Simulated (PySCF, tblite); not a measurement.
Species: C4H12FPSi2.
Numbering: `[F:1][CH2:2][C@@H:3]1[CH2:4][CH2:5][Si@@H:6]1[PH:7][SiH3:8]` (hydrogens: H9, H10 on C2; H11 on C3; H12, H13 on C4; H14, H15 on C5; H16 on Si6; H17 on P7; H18, H19, H20 on Si8)

Jobs on this species (20 atoms, 88 electrons) with PySCF (density fitting) and tblite. Hardware of each: one thread of an Arm Neoverse N1, shared host. Other jobs ran on the host; a repeat could differ by tens of per cent or more.

| level and settings | work | basis functions | SCF cycles | wall time |
| --- | --- | --- | --- | --- |
| PBE0/pcSseg-1 | shieldings, ring-centre shieldings, charges and field gradients | 217 | ? | ? |
| GFN2-xTB | L-BFGS relaxation | – | – | 1.6 s |
| GFN2-xTB | Hessian by finite differences | – | – | 1.8 s |

Fill in the missing figures.

- PBE0/pcSseg-1; shieldings, ring-centre shieldings, charges and field gradients: 75 s, 12 SCF cycles

What do all jobs in the table cost together?

About 78 s; the longest takes about 96 % of that, and about 47 times as long as the shortest.
